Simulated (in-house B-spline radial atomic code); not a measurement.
Radial electron density of Cl³⁺, [Ne] 3s2 3p2. Method: non-relativistic TPSSh, spin-polarised, spherical fractional occupations, point nucleus. Calculated with a B-spline radial code for spherical atoms.

Caution: exact exchange at fractional occupations of open shells leaves self-interaction of up to several eV.

Columns: r (bohr), 4πr²n(r) (electrons per bohr), bar.

```
 0.00344   0.4272 #
 0.00412   0.5987 #
 0.00492   0.8309 ##
 0.00589    1.152 ###
 0.00704    1.583 ####
 0.00842    2.161 #####
  0.0101    2.937 #######
  0.0121    3.938 #########
  0.0144     5.16 ############
  0.0172    6.695 ###############
  0.0206     8.56 ###################
  0.0247    10.72 ########################
  0.0295       13 #############################
  0.0353    15.33 ##################################
  0.0422     17.4 #######################################
  0.0504    18.92 ##########################################
  0.0603    19.61 ############################################
  0.0722    19.25 ###########################################
  0.0863    17.91 ########################################
   0.103    15.98 ####################################
   0.123    14.13 ################################
   0.148    13.15 ##############################
   0.177    13.68 ###############################
   0.211     15.5 ###################################
   0.253    17.85 ########################################
   0.302    19.24 ###########################################
   0.361    18.61 ##########################################
   0.432    15.69 ###################################
   0.517    11.35 #########################
   0.618    7.137 ################
   0.739    4.329 ##########
   0.884    3.298 #######
    1.06    3.368 ########
    1.26    3.455 ########
    1.51    2.961 #######
    1.81     1.98 ####
    2.16    1.012 ##
    2.59   0.3713 #
    3.09    0.102 
     3.7   0.0184 
    4.43 0.002099 
    5.29 0.0001479
```

On this grid the curve has 3 maxima, near 0.0603, 0.302, 1.26 bohr.

The 3s up radial function P(r) = rR(r), positive near the nucleus:

```
r (bohr)          P
 0.00118    0.01554
 0.00168    0.02193
 0.00241    0.03107
 0.00344    0.04356
 0.00492    0.06073
 0.00704    0.08376
  0.0101     0.1139
  0.0144     0.1503
  0.0206      0.192
  0.0295     0.2322
  0.0422     0.2567
  0.0603     0.2428
  0.0863     0.1606
   0.123  -0.007599
   0.177    -0.2474
   0.253    -0.4457
   0.361    -0.4359
   0.517    -0.0976
   0.739     0.4637
    1.06     0.9027
    1.51     0.8655
    2.16     0.4603
    3.09     0.1218
    4.43    0.01286
```
